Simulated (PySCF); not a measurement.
H10SSi4.
Numbering: `[SiH3:1][S:2][SiH:3]([SiH3:4])[SiH3:5]` (hydrogens: H6, H7, H8 on Si1; H9 on Si3; H10, H11, H12 on Si4; H13, H14, H15 on Si5)

The same species was optimised twice, with GFN2-xTB and with PBE0-D3(BJ)/def2-SVP (PySCF), and the same property calculations (PySCF, gas phase) were run on both structures.

| coordinate | GFN2-xTB | PBE0-D3(BJ)/def2-SVP | change |
| --- | --- | --- | --- |
| Si1–H7 (Å) | 1.451 | 1.490 | +0.039 |
| Si1–H6 (Å) | 1.459 | 1.494 | +0.035 |
| Si1–H8 (Å) | 1.459 | 1.493 | +0.034 |
| Si4–H11 (Å) | 1.465 | 1.497 | +0.032 |
| Si5–H14 (Å) | 1.465 | 1.496 | +0.031 |
| Si4–H12 (Å) | 1.464 | 1.494 | +0.030 |
| Si5–H13 (Å) | 1.464 | 1.494 | +0.030 |
| Si5–H15 (Å) | 1.468 | 1.495 | +0.027 |
| Si4–H10 (Å) | 1.468 | 1.495 | +0.027 |
| Si3–H9 (Å) | 1.469 | 1.495 | +0.026 |
| S2–Si3 (Å) | 2.196 | 2.171 | -0.025 |
| Si3–Si5 (Å) | 2.328 | 2.350 | +0.022 |
| Si1–S2 (Å) | 2.127 | 2.148 | +0.021 |
| Si3–Si4 (Å) | 2.328 | 2.347 | +0.019 |
| S2–Si3–H9 (°) | 96.2 | 104.9 | +8.7 |
| Si4–Si3–Si5 (°) | 118.4 | 111.3 | -7.1 |
| Si1–S2–Si3 (°) | 106.3 | 100.2 | -6.1 |
| Si3–Si4–H12 (°) | 116.0 | 110.0 | -6.0 |
| Si3–Si5–H13 (°) | 116.0 | 110.9 | -5.1 |
| H6–Si1–H7 (°) | 112.6 | 109.7 | -2.9 |
| H13–Si5–H15 (°) | 106.5 | 109.3 | +2.8 |
| S2–Si3–Si5 (°) | 109.8 | 112.5 | +2.7 |
| Si1–S2–Si3–Si4 (°) | -66 | -79 | -13 |

Rotational constants: A = 1419, B = 1067, C = 781.2 MHz (GFN2-xTB) against A = 1455, B = 1098, C = 825.6 MHz (PBE0-D3(BJ)/def2-SVP). Point groups within 0.08 Å: Cs and C1.

On the GFN2-xTB structure: HOMO (eV) -7.11 [PBE0/pcSseg-1]; LUMO (eV) -1.01 [PBE0/pcSseg-1]; dipole (D) 1.44 [PBE0/pcSseg-1]; GIAO shielding of Si1 (ppm) 411.7 [PBE0/pcSseg-1]; GIAO shielding of S2 (ppm) 837.1 [PBE0/pcSseg-1]; GIAO shielding of Si3 (ppm) 403.5 [PBE0/pcSseg-1]; GIAO shielding of Si4/Si5 (mean) (ppm) 463.7 [PBE0/pcSseg-1].

Problem. What do these properties become on the PBE0-D3(BJ)/def2-SVP structure?

Solution. 
| property | level | on GFN2-xTB | on PBE0-D3(BJ)/def2-SVP | change |
| --- | --- | --- | --- | --- |
| HOMO (eV) | PBE0/pcSseg-1 | -7.11 | -7.19 | -0.08 |
| LUMO (eV) | PBE0/pcSseg-1 | -1.01 | -0.92 | +0.09 |
| dipole (D) | PBE0/pcSseg-1 | 1.44 | 1.33 | -0.11 |
| energy, GFN2-xTB geometry as zero (kcal/mol) | PBE0/pcSseg-1 | 0.0 | -4.3 | -4.3 |
| GIAO shielding of Si1 (ppm) | PBE0/pcSseg-1 | 411.7 | 405.1 | -6.6 |
| GIAO shielding of S2 (ppm) | PBE0/pcSseg-1 | 837.1 | 846.7 | +9.6 |
| GIAO shielding of Si3 (ppm) | PBE0/pcSseg-1 | 403.5 | 399.8 | -3.7 |
| GIAO shielding of Si4/Si5 (mean) (ppm) | PBE0/pcSseg-1 | 463.7 | 456.1 | -7.6 |

The heavy atoms differ by 0.198 Å rms after alignment. Among all bonds Si1–H7 changes most (+0.039 Å). Changes are differences of the printed values. Neither structure is proved a minimum here.

Conformer computed: `[SiH3:1][S:2][SiH:3]([SiH3:4])[SiH3:5]`: Si1–S2–Si3–Si4 -79°.
